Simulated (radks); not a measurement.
Results of a calculation; reference values are marked as such.
Question: Isoelectronic series with 60 electrons, all held in the configuration [Xe] 4f4 6s2, which need not be the ground one along the series. Level of theory: scalar-relativistic Kohn-Sham, PBE, spin-polarised, spherical densities, point nucleus; open shells are filled with parallel spins first (spin-orbit coupling, left out, can overturn this in heavy ions) (a radial shooting solver on a logarithmic mesh with Libxc functionals). Total energies (hartree) and orbital eigenvalues (hartree):

ion,E (hartree),4f up,6s down
Nd,-9624.0762,-0.09388,-0.12435
Pm+,-10020.3529,-0.62778,-0.35680
Eu3+,-10841.2716,-2.06279,-0.97993
Gd4+,-11265.9768,-2.92287,-1.35737
Tb5+,-11700.2444,-3.86713,-1.77473
Dy6+,-12144.1330,-4.89108,-2.23034
Ho7+,-12597.7067,-5.99153,-2.72301
Er8+,-13061.0342,-7.16612,-3.25187
Tm9+,-13534.1887,-8.41302,-3.81628
Yb10+,-14017.2474,-9.73080,-4.41576
Lu11+,-14510.2916,-11.11830,-5.04996

Estimate the row of Sm2+.

Answer: E (hartree) -10426.0774; 4f up -1.29376; 6s down -0.64498.
